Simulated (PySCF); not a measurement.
SMILES c1(c(ccs1)C#N)-c1c(C#N)ccs1 (C10H4N2S2), GFN2-xTB optimised geometry. Atoms within 1.6 Å of the plane z = 0.8 Å (x, y, z in Å): N1 (-0.06, -3.67, 0.00), C2 (0.49, -2.66, 0.00), C3 (1.23, -1.47, 0.00), C4 (2.65, -1.47, 0.00), C5 (3.16, -0.21, 0.00), S6 (1.95, 1.01, 0.00), C7 (0.69, -0.19, 0.00), C8 (-0.69, 0.19, 0.00), S9 (-1.95, -1.01, 0.00), C10 (-3.16, 0.21, 0.00), C11 (-2.65, 1.47, 0.00), C12 (-1.23, 1.47, 0.00), C13 (-0.49, 2.66, 0.00), N14 (0.06, 3.67, 0.00), H15 (3.23, -2.37, 0.00), H16 (4.20, 0.08, 0.00), H17 (-4.20, -0.08, 0.00), H18 (-3.23, 2.37, 0.00).

Level of theory: B3LYP/def2-SVP (PySCF 2.14.0).

Map of the log10 of the electron density (e/bohr³), floored at −4 on the plane z = 0.8 Å:

```
|                           |
|                           |
|            ...            |
|           :===-.          |
|          :=*#*+-          |
|         :=*#@%*=          |
|     .:::-+#%@%*=.         |
|    .-++==*%@@#+=-:.       |
|    :=*#**#%@%*++++-.      |
|    :+#%%#%%%#+*###+-.     |
|    -+#%@%@@#*+#%@%*=:.    |
|   :=*#@%%%@%**#@@@#+==:   |
|  .-+#%@%*#%%%%%@@%%##+=.  |
|  .=*%%@%#%%@%@%%#%@%%*=.  |
|  .=+##%%@@%%%%%#*%@%#+-.  |
|   :==+#@@@#**%@%%%@#*=:   |
|    .:=*%@%#+*#@@%@%#+-    |
|     .-+###*+#%%%#%%#+:    |
|      .-++++*%@%#**#*=:    |
|       .:-=+#@@%*==++-.    |
|         .=*%@%#+-:::.     |
|          =*%@#*=:         |
|          -+*#*=:          |
|          .-===:           |
|            ...            |
|                           |
|                           |
```
Scale: ten equal steps from -4.00 (start of ' ') to -0.858 (end of '@'), in the order ' .:-=+*#%@'; x runs from -6.50 to 6.50, y from -6.50 (bottom) to 6.50 (top).
